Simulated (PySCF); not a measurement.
Identify the compound

Molecular formula: C5H12O2Si2. Simulated spectra:

1H NMR (300 MHz, computed): δ 5.33 (m, 2H), 4.67 (m, 2H), 3.93 (s, 3H), 2.36 (q, 2H), 1.08 (t, 3H).

13C{1H} NMR (computed): δ 168.2 (C), 140.5 (C), 62.3 (CH3), 28.0 (CH2), 15.0 (CH3).

Computed data (PySCF 2.14): shielding tensors at PBE0/pcSseg-1 (GIAO), structure optimised with GFN2-xTB. Averaged over atoms made equivalent by symmetry, fast rotation or ring inversion, a single conformation, in vacuum, no relativistic terms.

δ = σ(ref) − σ, references computed at the same level: 1H and 13C against TMS.

Problem. What is the structure?

Solution. 
- Rings plus π bonds: 2 (1 ring in the answer).
- 5 carbon signals for 5 carbons: no two carbons are equivalent.
- Carbon types of the structure: 2 × C, 1 × CH2, 2 × CH3, leaving 4 H on heteroatoms.
- δC 168.2, 140.5: alkene carbon bearing oxygen; an sp2 carbon further deshielded by the attached heteroatom.
- δC 62.3: methyl carbon bonded to O; pulled downfield by the heteroatom.
- δC 28.0: allylic sp3 CH2; saturated and bonded to C and H only.
- δC 15.0: methyl carbon; saturated and bonded to C and H only.
- δH 4.67: hydrogen on a silicon bonded to C, Si, in a 5-membered ring.
- δH 3.93: hydrogen on a methyl carbon bonded to O; its carbon carries O, hence the downfield position.
- δH 2.36: hydrogen on an allylic sp3 CH2; allylic position.

The compound is `CCC1=C(OC)[SiH2][SiH2]O1`.

The shifts were computed for this structure.

Shifts are as computed. Against solution values, carbons near 30 ppm lie about +3 ppm off and those near 130 ppm about +5 ppm. Of 1309 compounds with measured shifts, 239 miss one by over three times the rms of a fit or turn the order of signals round; such compounds aren't used in these exercises. Multiplicities follow the n + 1 count of equivalent neighbours, as no J values were calculated; m marks all less simple cases, F and P coupling included.
